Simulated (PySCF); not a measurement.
PySCF 2.14 output of an unrestricted M06-L calculation on a single atom or ion in aug-cc-pVDZ-PP with ECP28MDF, with a scalar-relativistic core potential:

```
SCF conv_tol = 1e-09
number electrons alpha = 8  beta = 4
    Y. Zhao and D. G. Truhlar.,  J. Chem. Phys. 125, 194101 (2006)
    Y. Zhao and D. G. Truhlar.,  J. Chem. Phys. 125, 194101 (2006)
    Y. Zhao and D. G. Truhlar.,  Theor. Chem. Acc. 120, 215 (2008)
cycle= 1 E= -56.3872347755538  delta_E= -0.00698  |g|= 0.0154  |ddm|= 0.546
cycle= 2 E= -56.3886983389094  delta_E= -0.00146  |g|= 0.0256  |ddm|= 0.206
cycle= 3 E= -56.3889187766185  delta_E= -0.00022  |g|= 0.0147  |ddm|= 0.0559
cycle= 4 E= -56.3890976444424  delta_E= -0.000179  |g|= 0.00174  |ddm|= 0.119
cycle= 5 E= -56.3890997389534  delta_E= -2.09e-06  |g|= 0.000368  |ddm|= 0.00786
cycle= 6 E= -56.3890999650807  delta_E= -2.26e-07  |g|= 2.12e-05  |ddm|= 0.00397
cycle= 7 E= -56.3890999653878  delta_E= -3.07e-10  |g|= 6.96e-06  |ddm|= 0.000112
converged SCF energy = -56.3890999653878  <S^2> = 6.0006463  2S+1 = 5.0002585
```

The run itself started from symmetry-adapted Hartree-Fock orbitals and held the occupation by maximum overlap, on a logarithmic radial grid, so the iterations belong to that start.

Q: Which element, charge and spin multiplicity is this?

A: Nb+ (niobium, charge +1), multiplicity 5; the state was [Kr] 4d4, high-spin 5D determinant.

⟨L²⟩ = 7.22 against 6 for a pure D term, so this real determinant mixes terms. Energies and moments cover only the electrons outside the core potential.
